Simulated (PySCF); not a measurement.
Parent: `[CH:1]1=[CH:2][C:3](=[C:4]2[CH:5]=[CH:6]2)[CH:7]=[CH:8]1`, C8H6.

The calculation used PBE0-D3(BJ)/def2-SVP geometry optimisation, gas phase (PySCF 2.14.0). One conformer each, not checked by frequencies here.

| coordinate of the parent | value |
| --- | --- |
| C1=C2 | 1.366 Å |
| C2–C3 | 1.454 Å |
| C3=C4 | 1.354 Å |
| C4–C5 | 1.423 Å |
| C5=C6 | 1.328 Å |
| C3–C7 | 1.454 Å |
| C7=C8 | 1.366 Å |
| C1–C8 | 1.451 Å |
| C4–C6 | 1.423 Å |
| C2–C1–C8 | 109.0° |
| C1–C2–C3 | 107.4° |
| C2–C3–C4 | 126.4° |
| C2–C3–C7 | 107.3° |
| C4–C3–C7 | 126.4° |
| C3–C4–C5 | 152.2° |
| C3–C4–C6 | 152.2° |
| C5–C4–C6 | 55.6° |
| C4–C5–C6 | 62.2° |
| C4–C6–C5 | 62.2° |
| C3–C7–C8 | 107.3° |
| C1–C8–C7 | 109.0° |

**Question.** How does the shared frame change in `[CH3:1][C:2]1=[CH:3][CH:4]=[CH:5][C:6]1=[C:7]1[CH:8]=[CH:9]1`, C9H8? Atoms pair as C1 = C3, C2 = C2, C3 = C6, C4 = C7, C5 = C9, C6 = C8, C7 = C5, C8 = C4 (parent first).

**Answer.** 
| parent | relative | value in the relative | change |
| --- | --- | --- | --- |
| C1=C2 | C3=C2 | 1.368 Å | +0.002 |
| C2–C3 | C2–C6 | 1.462 Å | +0.008 |
| C3=C4 | C6=C7 | 1.353 Å | -0.001 |
| C4–C5 | C7–C9 | 1.425 Å | +0.002 |
| C5=C6 | C9=C8 | 1.327 Å | -0.001 |
| C3–C7 | C6–C5 | 1.455 Å | +0.001 |
| C7=C8 | C5=C4 | 1.365 Å | -0.001 |
| C1–C8 | C3–C4 | 1.452 Å | +0.001 |
| C4–C6 | C7–C8 | 1.425 Å | +0.002 |
| C2–C1–C8 | C2–C3–C4 | 109.5° | +0.5 |
| C1–C2–C3 | C3–C2–C6 | 106.6° | -0.8 |
| C2–C3–C4 | C2–C6–C7 | 125.7° | -0.7 |
| C2–C3–C7 | C2–C6–C5 | 107.6° | +0.3 |
| C4–C3–C7 | C7–C6–C5 | 126.7° | +0.3 |
| C3–C4–C5 | C6–C7–C9 | 152.0° | -0.2 |
| C3–C4–C6 | C6–C7–C8 | 152.5° | +0.3 |
| C5–C4–C6 | C9–C7–C8 | 55.5° | -0.1 |
| C4–C5–C6 | C7–C9–C8 | 62.2° | 0.0 |
| C4–C6–C5 | C7–C8–C9 | 62.3° | +0.1 |
| C3–C7–C8 | C6–C5–C4 | 107.3° | 0.0 |
| C1–C8–C7 | C3–C4–C5 | 109.0° | 0.0 |

Of the parent's bonds, C2–C3 changes most (+0.008 Å). Bonds of the relative outside the shared frame: C1–C2 1.491 Å. Point group C2v → Cs.
